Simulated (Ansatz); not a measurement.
Abridged output of a molecular run in Ansatz:

```
Functional definition: HF
1261 factors; integrals over basis functions are off by at most 1.2e-3 eV
mean field evaluation 1: about -32754.3864 eV, gradient 3.3e1 eV
mean field evaluation 2: about -32754.4059 eV, gradient 3.3e1 eV
mean field evaluation 4: about -32757.2171 eV, gradient 2.6e0 eV
mean field evaluation 8: about -32757.2428 eV, gradient 6.5e-5 eV
mean field -32757.24275745 eV, -1203.8064676796 hartree, gradient 1.3e-6 eV, S^2 0.000000; 0 other end points of the search recorded, 0 dependent functions left out
16 core orbitals not correlated: weight in the atoms' cores, before any rotation towards them, 1.000 or more for the frozen orbitals, at most 0.000 for the correlated occupied ones
reference -32757.24275745 eV, -1203.8064676796 hartree; 21, 21 occupied and 83, 83 virtual orbitals, 1261 factors
second order -18.56746822 eV of doubles, -0.00000000 eV of singles
cycle   1  -19.64421036 eV  change    -1.1e0 eV  update   8.5e-2
cycle   2  -20.07342526 eV  change   -4.3e-1 eV  update   2.5e-2
cycle   3  -20.14405964 eV  change   -7.1e-2 eV  update   1.0e-2
cycle   4  -20.14308079 eV  change    9.8e-4 eV  update   2.4e-3
cycle   5  -20.14230573 eV  change    7.8e-4 eV  update   7.5e-4
cycle   6  -20.14220182 eV  change    1.0e-4 eV  update   2.0e-4
cycle   7  -20.14217932 eV  change    2.3e-5 eV  update   6.4e-5
cycle   8  -20.14219349 eV  change   -1.4e-5 eV  update   2.2e-5
perturbative correction -0.48207033 eV, -0.0177157580 hartree
Total energy: -32777.86702127 eV, -1204.5643953956 hartree
```

Its atoms:

Z-matrix (Å, degrees):
```
C
In 1 2.135
H 1 1.089 2 109.5
H 1 1.089 2 109.5 3 120.3
H 1 1.091 2 110.0 3 -119.9
N 2 2.325 1 112.4 3 118.3
Cl 2 2.367 1 121.4 3 -136.5
Cl 2 2.367 1 121.4 3 13.1
H 6 1.016 2 105.4 1 -122.6
H 6 1.016 2 105.3 1 122.9
H 6 1.013 2 119.7 1 0.2
```

Which basis set was used?
A. def2-TZVPPD
B. def2-SVP
C. cc-pV(T+d)Z
D. def2-TZVPP

B. It gives 120 functions.

Write the keys of the input that set method, charge and spin (a neutral closed shell needs none for the last two).


```yaml
correlation: {method: ccsd_t}
```
